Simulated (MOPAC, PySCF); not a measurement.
C$_{3}$H$_{8}$Si, SMILES `C(/[SiH3])=C/C`, neutral singlet in the gas phase. 

Cartesian coordinates (Å):
```xyz
12

C     -1.4720    -0.7227    -0.2429
C     -0.9654     0.6837    -0.2260
C      0.3045     1.0627    -0.0024
Si     1.7382    -0.0917     0.3413
H     -2.2621    -0.8636     0.5127
H     -0.6778    -1.4571    -0.0471
H     -1.9278    -0.9632    -1.2173
H     -1.7225     1.4553    -0.4169
H      0.5212     2.1362    -0.0223
H      2.9805     0.7176     0.5349
H      1.9703    -1.0467    -0.7898
H      1.5129    -0.9105     1.5758
```
Charge 0, spin multiplicity 1.

All levels are single points at this geometry (PBE-D3(BJ)/def2-TZVP); Pople sets use spherical d functions. Orbital energies aren't observables, and empty levels follow the basis.

```
level                          HOMO (eV)  LUMO (eV)  gap (eV)  dipole (D)  vertical IE, Delta-SCF (eV)
-----------------------------  ---------  ---------  --------  ----------  ---------------------------
PBE-D3(BJ)/def2-TZVP in PySCF      -6.38      -1.43      4.95        1.27                         9.39
B3LYP/3-21G in PySCF               -7.01      -0.07      6.94        1.19                            –
B3LYP/6-311+G** in PySCF           -7.26      -0.67      6.58        1.19                            –
B3LYP/6-31G* in PySCF              -6.98      -0.23      6.75        1.25                         9.36
BP86/6-31G* in PySCF               -6.19      -1.12      5.07        1.30                            –
M06-2X/6-31G* in PySCF             -8.45       0.83      9.28        1.18                            –
PBE/6-31G* in PySCF                -6.10      -1.03      5.07        1.30                         9.24
HF/3-21G in PySCF                  -9.79       3.77     13.56        1.29                            –
PM3 in MOPAC                       -9.62       0.62     10.24        0.41                            –
```
